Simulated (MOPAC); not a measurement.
A run for MOPAC: PM3 on CH4GeO2 (SMILES C[O][Ge][OH]), a point of a torsion scan.

```
PM3 1SCF PRECISE CHARGE=0 THREADS=1
CH4GeO2

C     -1.13741959 1     0.15511209 1     0.25698506 1
O     -0.31879977 1    -0.93034488 1    -0.08936880 1
Ge     1.38131580 1    -1.45637853 1    -0.09554646 1
O      2.26750911 1    -0.07240304 1     0.58527384 1
H     -1.91795427 1    -0.18935879 1     0.94009494 1
H     -0.57257393 1     0.95685627 1     0.74425930 1
H     -1.60846639 1     0.55543597 1    -0.64433247 1
H      1.90642607 1     0.76287485 1     0.87572168 1
```

Program output:

```
*******************************************************************************
 **                                                                           **
 **                              MOPAC v23.2.5                                **
 **                                                                           **
 *******************************************************************************
 ** MOPAC's Digital Object Identifier: https://doi.org/10.5281/zenodo.6511958 **
 **                                                                           **
 ** Please cite the open-source release paper for use of this MOPAC version:  **
 ** J. E. Moussa and J. J. P. Stewart (2026)                                  **
 ** MOPAC: An open-source semiempirical molecular orbital program             **
 ** J. Open Source Softw., 11(119), 8025, https://doi.org/10.21105/joss.08025 **
 *******************************************************************************

                              PM3 CALCULATION RESULTS

 *******************************************************************************
 *  PM3        - The PM3 Hamiltonian to be used
 *
 *
 *
 *                 CHARGE ON SYSTEM = 0
 *
 *
 *
 *  PRECISE    - TIGHTER CRITERIA TO BE USED
 *  1SCF       - DO 1 SCF AND THEN STOP
 *  THREADS=1  - MULTI-THREADING NOT USED
 *  T=         - A TIME OF 172800.0 SECONDS REQUESTED
 *  DUMP=N     - RESTART FILE WRITTEN EVERY 7200.0 SECONDS REQUESTED
 *******************************************************************************
PM3 1SCF PRECISE CHARGE=0 THREADS=1
 CH4GeO2

   ATOM   CHEMICAL          X               Y               Z
  NUMBER   SYMBOL      (ANGSTROMS)     (ANGSTROMS)     (ANGSTROMS)

     1       C         -1.13741959  *   0.15511209  *   0.25698506  *
     2       O         -0.31879977  *  -0.93034488  *  -0.08936880  *
     3      Ge          1.38131580  *  -1.45637853  *  -0.09554646  *
     4       O          2.26750911  *  -0.07240304  *   0.58527384  *
     5       H         -1.91795427  *  -0.18935879  *   0.94009494  *
     6       H         -0.57257393  *   0.95685627  *   0.74425930  *
     7       H         -1.60846639  *   0.55543597  *  -0.64433247  *
     8       H          1.90642607  *   0.76287485  *   0.87572168  *



          CARTESIAN COORDINATES

    NO.       ATOM           X           Y           Z

     1         C         -1.1374      0.1551      0.2570
     2         O         -0.3188     -0.9303     -0.0894
     3        Ge          1.3813     -1.4564     -0.0955
     4         O          2.2675     -0.0724      0.5853
     5         H         -1.9180     -0.1894      0.9401
     6         H         -0.5726      0.9569      0.7443
     7         H         -1.6085      0.5554     -0.6443
     8         H          1.9064      0.7629      0.8757

  H: (PM3): J. J. P. STEWART, J. COMP. CHEM. 10, 209 (1989).
  C: (PM3): J. J. P. STEWART, J. COMP. CHEM. 10, 209 (1989).
  O: (PM3): J. J. P. STEWART, J. COMP. CHEM. 10, 209 (1989).
 Ge: (PM3): J. J. P. STEWART, J. COMP. CHEM. 12, 320-341 (1991).

           Empirical Formula: C H4 O2 Ge  =     8 atoms



      MOLECULAR POINT GROUP   :   Cs


      RHF CALCULATION, NO. OF DOUBLY OCCUPIED LEVELS = 12


 -------------------------------------------------------------------------------
 PM3 1SCF PRECISE CHARGE=0 THREADS=1
 CH4GeO2



     1SCF WAS SPECIFIED, SO BFGS WAS NOT USED
     SCF FIELD WAS ACHIEVED


                              PM3 CALCULATION
                                                       MOPAC v23.2.5 Linux




          FINAL HEAT OF FORMATION =       -114.05348 KCAL/MOL =    -477.19978 KJ/MOL


          COSMO AREA              =        116.45 SQUARE ANGSTROMS
          COSMO VOLUME            =        104.47 CUBIC ANGSTROMS

          IONIZATION POTENTIAL    =         10.222988 EV
          HOMO LUMO ENERGIES (EV) =        -10.223 -0.108
          NO. OF FILLED LEVELS    =         12
          MOLECULAR WEIGHT        =        120.6314         POINT GROUP:  Cs

          MOLECULAR DIMENSIONS (Angstroms)

            Atom       Atom       Distance
            H     5    O     4     4.20210
            H     6   Ge     3     2.55823
            H     8    H     7     1.71817


          SCF CALCULATIONS        =          1





   ATOM   CHEMICAL          X               Y               Z
  NUMBER   SYMBOL      (ANGSTROMS)     (ANGSTROMS)     (ANGSTROMS)

     1       C         -1.13741959  *   0.15511209  *   0.25698506  *
     2       O         -0.31879977  *  -0.93034488  *  -0.08936880  *
     3      Ge          1.38131580  *  -1.45637853  *  -0.09554646  *
     4       O          2.26750911  *  -0.07240304  *   0.58527384  *
     5       H         -1.91795427  *  -0.18935879  *   0.94009494  *
     6       H         -0.57257393  *   0.95685627  *   0.74425930  *
     7       H         -1.60846639  *   0.55543597  *  -0.64433247  *
     8       H          1.90642607  *   0.76287485  *   0.87572168  *

                             CARTESIAN COORDINATES

   1    C       -1.137419590     0.155112090     0.256985060
   2    O       -0.318799770    -0.930344880    -0.089368800
   3   Ge        1.381315800    -1.456378530    -0.095546460
   4    O        2.267509110    -0.072403040     0.585273840
   5    H       -1.917954270    -0.189358790     0.940094940
   6    H       -0.572573930     0.956856270     0.744259300
   7    H       -1.608466390     0.555435970    -0.644332470
   8    H        1.906426070     0.762874850     0.875721680


           Empirical Formula: C H4 O2 Ge  =     8 atoms



      MOLECULAR POINT GROUP   :   Cs


                  EIGENVALUES
 -36.15745 -34.79942 -26.04970 -17.50287 -16.28190 -14.91545 -14.85253 -12.68517
 -11.75100 -10.60221 -10.23295 -10.22299  -0.10755   1.43311   2.22028   4.22671
   4.80415   4.86898   5.69251   6.21189


              NET ATOMIC CHARGES AND DIPOLE CONTRIBUTIONS

  ATOM NO.   TYPE          CHARGE      No. of ELECS.   s-Pop       p-Pop
    1          C           0.161166        3.8388     1.11370     2.72513
    2          O          -0.588555        6.5886     1.80164     4.78692
    3         Ge           0.851101        3.1489     1.78657     1.36233
    4          O          -0.602406        6.6024     1.76960     4.83280
    5          H           0.004085        0.9959     0.99592
    6          H          -0.024733        1.0247     1.02473
    7          H           0.001619        0.9984     0.99838
    8          H           0.197723        0.8023     0.80228
 DIPOLE           X         Y         Z       TOTAL
 POINT-CHG.     0.935    -2.383    -0.876     2.705
 HYBRID        -1.262     3.113     1.119     3.541
 SUM           -0.327     0.731     0.243     0.837


          ATOMIC ORBITAL ELECTRON POPULATIONS

     Atom    s        px        py        pz
    1  C   1.11370   0.90438   0.87068   0.95007
    2  O   1.80164   1.52363   1.46451   1.79879
    3 Ge   1.78657   0.37869   0.64636   0.33728
    4  O   1.76960   1.72246   1.32860   1.78174
    5  H   0.99592
    6  H   1.02473
    7  H   0.99838
    8  H   0.80228

 **********************
 *                    *
 * JOB ENDED NORMALLY *
 *                    *
 **********************




 == MOPAC DONE ==
```

The run finished.

Cost: very roughly 0.020 core-seconds.
